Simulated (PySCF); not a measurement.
A coupled-cluster job on `[BH2][GeH2][CH3]`.

Method: EOM-CCSD/aug-cc-pVDZ, vertical, frozen core, gas phase (PySCF 2.14.0). Geometry: PBE0-D3(BJ)/def2-SVP. The command runs a driver script over a list of jobs; the input below is this job's line of settings and its coordinates in Å.

Command:
```bash
OMP_NUM_THREADS=1 python probes_run.py task.json out
```

Input:
```
{"job": {"kind": "eom", "basis": "aug-cc-pVDZ", "nee": 0}, "charge": 0, "multiplicity": 1}
B      1.900048    -0.213726    -0.034192
Ge     0.049109     0.640541    -0.335273
C     -1.328964    -0.634418     0.261071
H      2.393640    -0.941184    -0.863846
H      2.501150    -0.051889     1.001974
H     -0.215850     0.970010    -1.821479
H     -0.137336     1.948823     0.465653
H     -1.207635    -0.864034     1.329192
H     -1.269576    -1.570261    -0.311985
H     -2.323675    -0.192112     0.108916
```

Output:
```
E(HF) = -2141.9290997303
E(MP2) = -2142.2999862482
E(CCSD) = -2142.3556381807
T1 diagnostic = 0.0094

EOM-IP-CCSD (eV)   Koopmans (eV)
  10.2039      10.7688
  11.1245      11.7955
  11.3459      11.9866
  12.9107      13.6777
  14.1058      15.1015
  14.2292      15.2181
  16.1830      17.4794
  17.9946      19.8869
```

Question: How far is the first EOM-IP root from its Koopmans value?

Answer: 10.20 eV against 10.77 eV, a difference of -0.57 eV.

Question: What share of the CCSD correlation energy does MP2 give?

Answer: MP2 -0.37089 Eh against CCSD -0.42654 Eh: 87.0 %.

In short: CCSD correlation energy -0.4265 Eh; T1 diagnostic 0.009; first ionisation 10.20 eV.

Question: Estimate the wall time. Hardware: an Arm Neoverse V1 with one thread, no GPU, shared host with 32 logical CPUs at a one-minute load of 19. And the peak memory of the process?

Answer: About 3.5 min, with 2.5 GiB resident at the peak, the Python interpreter and its libraries included.

One conformer stands for the species.
Labels such as C1 count atoms from 1, the log's own numbers from 0.
